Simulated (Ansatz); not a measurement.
Frontier orbitals of C₂H₄O₃Si (`O=C(O)C(=O)[SiH3]`).

Total charge 0; spin multiplicity 1. The geometry is a stationary point of PBE0-D4/def2-TZVP. It is one conformer, not always the lowest. Basis def2-TZVPP, Ansatz 0.2.0.

Orbital energies of one run (eV). Highest occupied ones, from the top: -7.49, -9.44, -9.99, -10.10, -10.25, -11.82, -12.10, -12.29, -13.83, -14.05, -14.58, -15.39, -17.56, -20.15. Empty: -2.74, 0.34, 0.58, 1.00, 1.29, 1.71.

(1) Which functional gave them?
A. PBE0
B. PBE
C. BLYP
D. LDA (SPW92)

Answers

(1) A. HOMO energies: PBE0 -7.49, BLYP -5.89, PBE -5.97, LDA (SPW92) -6.14 eV.
